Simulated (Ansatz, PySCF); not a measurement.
Process, species as SMILES: CC(=O)C(C)=O + 4 C (CH4) -> 2 C=O (CH2O) [formaldehyde] + 3 CC (C2H6) [ethane]
Geometries: B3LYP-D3(BJ)/def2-TZVP minima from Ansatz (a quantum-chemistry and plane-wave program), one conformer each, not searched for the lowest. Frequencies are from Ansatz or PySCF.
Geometry of the first species:
SMILES: CC(=O)C(C)=O
```xyz
12

C      1.9685    -0.1029     0.0115
C      0.5451    -0.4654    -0.2945
O      0.2137    -1.4189    -0.9577
C     -0.5451     0.4654     0.2945
O     -0.2137     1.4189     0.9577
C     -1.9685     0.1029    -0.0115
H      2.1819     0.9052    -0.3491
H      2.6377    -0.8235    -0.4516
H      2.1221    -0.0765     1.0921
H     -2.1221     0.0765    -1.0921
H     -2.1819    -0.9052     0.3491
H     -2.6377     0.8235     0.4516
```

Wanted: bond separation energy (enthalpy at 298 K, with B3LYP-D3(BJ) rigid-rotor harmonic-oscillator terms), in kcal/mol. Correlated levels leave the core frozen unless marked. Spin-orbit coupling is left out. No relativistic terms. CBS(X,Y): correlation extrapolated as X^-3; Hartree-Fock from the larger set. The bracket is a focal-point correction in the basis named.

```
level                                                     program  bond separation energy (kcal/mol)  minus last row
-------------------------------------------------  --------------  ---------------------------------  --------------
HF/cc-pVDZ                                                 Ansatz                               33.4            -2.9
PBE-D4/def2-TZVPD                                  Ansatz + dftd4                               38.6             2.3
BLYP/def2-TZVPD                                            Ansatz                               35.4            -0.9
PBE0-D4/def2-TZVPD                                 Ansatz + dftd4                               37.5             1.2
PBE0/def2-QZVPP                                            Ansatz                               36.7             0.4
TPSSh-D3(BJ)/def2-TZVPD                             PySCF + dftd3                               35.6            -0.7
TPSSh/def2-TZVPD                                            PySCF                               34.4            -1.9
r2SCANh-D4/def2-TZVPD                              Ansatz + dftd4                               40.6             4.3
M06-2X/def2-TZVPD                                           PySCF                               36.4             0.1
CAM-B3LYP-D3(BJ)/def2-TZVPD                        Ansatz + dftd3                               37.5             1.2
CAM-B3LYP-D4/def2-TZVPD                            Ansatz + dftd4                               37.7             1.4
LC-wPBE/def2-TZVPD                                         Ansatz                               36.3             0.0
B2GP-PLYP-D4/def2-TZVPD                            Ansatz + dftd4                               37.0             0.7
PBE-QIDH/def2-TZVPD                                        Ansatz                               36.8             0.5
MP2/cc-pVDZ                                                Ansatz                               36.6             0.3
SCS-MP2/6-31G*                                             Ansatz                               36.9             0.6
SCS-MP2/aug-cc-pVDZ                                        Ansatz                               33.3            -3.0
CCSD/aug-cc-pVDZ                                           Ansatz                               32.9            -3.4
CCSD(T)/cc-pVTZ                                            Ansatz                               35.8            -0.5
RI-MP2/CBS(cc-pVTZ,cc-pVQZ)+[CCSD(T)-MP2]/cc-pVDZ          Ansatz                               35.8            -0.5
RI-MP2/CBS(cc-pVTZ,cc-pVQZ)+[CCSD(T)-MP2]/cc-pVTZ          Ansatz                               36.3             0.0
```
